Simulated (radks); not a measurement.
The numbers below are computed, except where a source is named.
Numerical settings for neutral samarium, [Xe] 4f6 6s2. Code: a radial shooting solver on a logarithmic mesh with Libxc functionals. Model: Dirac Kohn-Sham, PBE, spin-unpolarised, spherical densities, point nucleus; open shells fill j = l - 1/2 first. The defaults (mesh step 0.008 in ln r, mesh end at 40 bohr or more with all orbitals vanishing there, Anderson mixing 0.5 over 9 steps, residual threshold near 1e-9 with the energy settled to 1e-9 hartree or 1e-11 of itself, here a cap of 53 iterations) give E = -10434.5737 hartree and 4f5/2 at -2.563 eV in 15 iterations. Run on one thread of a shared host, so times are rough (Arm Neoverse N1): 0.23 s of CPU time, 0.23 s wall, 15 iterations on 2728 mesh points. Changes against that run (0 stands for a change within the tolerance of the run):

| setting | iterations | converged | E (mhartree) | e(4f5/2) (meV) | CPU (s) |
|---|---|---|---|---|---|
| mesh step in ln r 0.03 | 15 | yes | +0.00184 | 0 | 0.08 |
| mesh step in ln r 0.012 | 15 | yes | 0 | 0 | 0.16 |
| mesh step in ln r 0.005 | 15 | yes | 0 | 0 | 0.35 |
| mesh end (bohr) 2 | 13 | level above zero | +2.43e+04 | +7.02e+04 | 0.14 |
| mesh end (bohr) 8 | 14 | yes | +21.7 | +771 | 0.2 |
| residual threshold 0.1 | 7 | yes | +0.0272 | +92.4 | 0.15 |
| residual threshold 1e-16 | 53 | no | 0 | 0 | 0.41 |
| mixing 1.5 | 15 | yes | 0 | 0 | 0.23 |
| linear mixing, mixing 0.05 | 53 | no | +0.407 | -193 | 0.61 |
| linear mixing, mixing 0.5 | 47 | yes | 0 | 0 | 0.5 |
| mixing history 2 | 28 | yes | 0 | 0 | 0.33 |
| iteration cap 8 | 8 | no | 0 | -1.48 | 0.12 |

Settled on a wrong energy, with an occupied level pushed above zero by the early mesh end: mesh end (bohr) 2 (+24.3 hartree). Apart from these: settings that end as converged yet miss the energy by more than 1 mhartree: mesh end (bohr) 8 (+0.0217 hartree). A mesh that ends early acts as a hard wall.
